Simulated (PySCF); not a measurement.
A structure optimised at PBE0-D3(BJ)/def2-SVP, used in a PySCF frequency run:

```xyz
14

C     -0.2710    -1.6961     0.0000
C      0.2733    -1.0680    -1.2751
S     -0.2275     0.6585    -1.5275
C      0.4498     1.3512     0.0000
S     -0.2275     0.6585     1.5275
C      0.2733    -1.0680     1.2751
H     -1.3711    -1.6321     0.0000
H     -0.0024    -2.7675     0.0000
H      1.3756    -1.1308    -1.3008
H     -0.1011    -1.6018    -2.1613
H      1.5488     1.2571     0.0000
H      0.2013     2.4222     0.0000
H     -0.1011    -1.6018     2.1613
H      1.3756    -1.1308     1.3008
```

Q: Write its SMILES, formula and point group.

A: C1CSCSC1, C4H8S2, Cs

Q: What are its rotational constants (standard atomic weights)?

A: 3.2908, 2.3182, 1.4928 GHz
